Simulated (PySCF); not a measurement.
C3H10Si, charge -1, doublet, at the geometry of the source list (a state made from the parent by changing its charge; the spin is typed, not shown lowest) (in this run its highest filled SCF level lies above zero, so its values depend strongly on the basis, on diffuse functions most of all); DF-B3LYP/6-31G (PySCF).

The PySCF input:
```python
from pyscf import gto, scf, dft

mol = gto.Mole()
mol.atom = '''
    Si    0.06090000    0.22490000    0.46560000
    C    -0.93200000    1.38420000   -0.67160000
    C     1.76960000   -0.11080000   -0.30300000
    C    -0.87690000   -1.41820000    0.67490000
    H     0.23360000    0.86220000    1.78490000
    H    -1.08030000    0.94810000   -1.65580000
    H    -1.91320000    1.59710000   -0.25810000
    H    -0.42270000    2.33340000   -0.80880000
    H     2.36230000   -0.76890000    0.32530000
    H     1.68360000   -0.58130000   -1.27870000
    H     2.33130000    0.80940000   -0.43310000
    H    -1.02380000   -1.91880000   -0.27830000
    H    -1.85700000   -1.25970000    1.11460000
    H    -0.33550000   -2.10170000    1.32220000
'''
mol.basis = '6-31g'
mol.charge = -1
mol.spin = 1
mol.verbose = 4
mol.build()

mf = dft.UKS(mol)
mf.xc = 'b3lyp'
mf = mf.density_fit(auxbasis='def2-universal-jkfit')
mf.kernel()
```

Predict the main parts of the log of this PySCF run.


```
PySCF version 2.14.0

[INPUT] verbose = 4
[INPUT] num. atoms = 14
[INPUT] num. electrons = 43
[INPUT] charge = -1
[INPUT] spin (= nelec alpha-beta = 2S) = 1
[INPUT] symmetry False subgroup None
[INPUT] Mole.unit = angstrom
[INPUT] Symbol           X                Y                Z      unit          X                Y                Z       unit  Magmom
[INPUT]  1 Si     0.060900000000   0.224900000000   0.465600000000 AA    0.115084320986   0.424999405415   0.879856483597 Bohr   0.0
[INPUT]  2 C     -0.932000000000   1.384200000000  -0.671600000000 AA   -1.761224748095   2.615758901623  -1.269140065258 Bohr   0.0
[INPUT]  3 C      1.769600000000  -0.110800000000  -0.303000000000 AA    3.344059350030  -0.209381654602  -0.572587015743 Bohr   0.0
[INPUT]  4 C     -0.876900000000  -1.418200000000   0.674900000000 AA   -1.657100838631  -2.680009589858   1.275376161469 Bohr   0.0
[INPUT]  5 H      0.233600000000   0.862200000000   1.784900000000 AA    0.441440022698   1.629321864600   3.372972159736 Bohr   0.0
[INPUT]  6 H     -1.080300000000   0.948100000000  -1.655800000000 AA   -2.041471132368   1.791649338700  -3.129008517055 Bohr   0.0
[INPUT]  7 H     -1.913200000000   1.597100000000  -0.258100000000 AA   -3.615424021518   3.018081593543  -0.487738312750 Bohr   0.0
[INPUT]  8 H     -0.422700000000   2.333400000000  -0.808800000000 AA   -0.798787232854   4.409486939060  -1.528410489548 Bohr   0.0
[INPUT]  9 H      2.362300000000  -0.768900000000   0.325300000000 AA    4.464100024060  -1.453010417178   0.614727908321 Bohr   0.0
[INPUT] 10 H      1.683600000000  -0.581300000000  -1.278700000000 AA    3.181542903318  -1.098497796210  -2.416392795481 Bohr   0.0
[INPUT] 11 H      2.331300000000   0.809400000000  -0.433100000000 AA    4.405518514199   1.529544325223  -0.818440384549 Bohr   0.0
[INPUT] 12 H     -1.023800000000  -1.918800000000  -0.278300000000 AA   -1.934701606330  -3.626006487815  -0.525910780466 Bohr   0.0
[INPUT] 13 H     -1.857000000000  -1.259700000000   1.114600000000 AA   -3.509221413317  -2.380487999115   2.106288738440 Bohr   0.0
[INPUT] 14 H     -0.335500000000  -2.101700000000   1.322200000000 AA   -0.634003114792  -3.971637395998   2.498595881900 Bohr   0.0

nuclear repulsion = 173.75859716049
number of shells = 42
number of NR pGTOs = 152
number of NR cGTOs = 60
basis = 6-31g
ecp = {}

******** <class 'pyscf.df.df_jk.DFUKS'> ********
method = DFUKS
initial guess = minao
damping factor = 0
level_shift factor = 0
DIIS = <class 'pyscf.scf.diis.CDIIS'>
diis_start_cycle = 1
diis_space = 8
diis_damp = 0
SCF conv_tol = 1e-09
SCF conv_tol_grad = None
SCF max_cycles = 50
direct_scf = False
number electrons alpha = 22  beta = 21
XC library pyscf.dft.libxc version 7.1.2
    S. Lehtola, C. Steigemann, M. J. T. Oliveira, and M. A. L. Marques,  SoftwareX 7, 1–5 (2018)
XC functionals = b3lyp
    P. J. Stephens, F. J. Devlin, C. F. Chabalowski, and M. J. Frisch,  J. Phys. Chem. 98, 11623 (1994)
radial grids:
    Treutler-Ahlrichs [JCP 102, 346 (1995); DOI:10.1063/1.469408] (M4) radial grids

becke partition: Becke, JCP 88, 2547 (1988); DOI:10.1063/1.454033
pruning grids: <function nwchem_prune>
grids dens level: 3
symmetrized grids: False
atomic radii adjust function: <function treutler_atomic_radii_adjust>
small_rho_cutoff = 0
Set gradient conv threshold to 3.16228e-05
tot grids = 159616
******** <class 'pyscf.df.df.DF'> ********
auxbasis = def2-universal-jkfit
init E= -409.724544771953

cycle= 1 E= -409.533960032722  delta_E= 0.191  |g|= 0.47  |ddm|= 5.32
cycle= 2 E= -409.481144948501  delta_E= 0.0528  |g|= 0.561  |ddm|= 2.71
cycle= 3 E= -409.661350167617  delta_E= -0.18  |g|= 0.0155  |ddm|= 1.12
cycle= 4 E= -409.661601645088  delta_E= -0.000251  |g|= 0.00799  |ddm|= 0.363
cycle= 5 E= -409.661660195597  delta_E= -5.86e-05  |g|= 0.0037  |ddm|= 0.117
cycle= 6 E= -409.661673737156  delta_E= -1.35e-05  |g|= 0.00178  |ddm|= 0.104
cycle= 7 E= -409.661678285676  delta_E= -4.55e-06  |g|= 0.000772  |ddm|= 0.0528
cycle= 8 E= -409.661679919537  delta_E= -1.63e-06  |g|= 0.000462  |ddm|= 0.0421
cycle= 9 E= -409.661680908484  delta_E= -9.89e-07  |g|= 0.000275  |ddm|= 0.045
cycle= 10 E= -409.661681462494  delta_E= -5.54e-07  |g|= 0.000164  |ddm|= 0.0399
cycle= 11 E= -409.661681659119  delta_E= -1.97e-07  |g|= 8.66e-05  |ddm|= 0.0201
cycle= 12 E= -409.661681809793  delta_E= -1.51e-07  |g|= 6.65e-05  |ddm|= 0.0185
cycle= 13 E= -409.661681899075  delta_E= -8.93e-08  |g|= 6.32e-05  |ddm|= 0.00937
cycle= 14 E= -409.661681955887  delta_E= -5.68e-08  |g|= 6.29e-05  |ddm|= 0.00595
cycle= 15 E= -409.661681878382  delta_E= 7.75e-08  |g|= 6.21e-05  |ddm|= 0.00817
cycle= 16 E= -409.661681231009  delta_E= 6.47e-07  |g|= 5.69e-05  |ddm|= 0.0724
cycle= 17 E= -409.661679801441  delta_E= 1.43e-06  |g|= 5.65e-05  |ddm|= 0.22
cycle= 18 E= -409.661680024026  delta_E= -2.23e-07  |g|= 3.61e-05  |ddm|= 0.044
cycle= 19 E= -409.661679324145  delta_E= 7e-07  |g|= 7.42e-05  |ddm|= 0.182
cycle= 20 E= -409.661679196469  delta_E= 1.28e-07  |g|= 4.66e-05  |ddm|= 0.0941
cycle= 21 E= -409.661679200188  delta_E= -3.72e-09  |g|= 2.11e-05  |ddm|= 0.00367
cycle= 22 E= -409.661679190851  delta_E= 9.34e-09  |g|= 1.51e-05  |ddm|= 0.0353
cycle= 23 E= -409.661679191123  delta_E= -2.72e-10  |g|= 1.3e-06  |ddm|= 0.00283
Extra cycle  E= -409.661679191125  delta_E= -2.16e-12  |g|= 7.98e-07  |ddm|= 2.28e-05
converged SCF energy = -409.661679191125  <S^2> = 0.75094438  2S+1 = 2.0009442
```
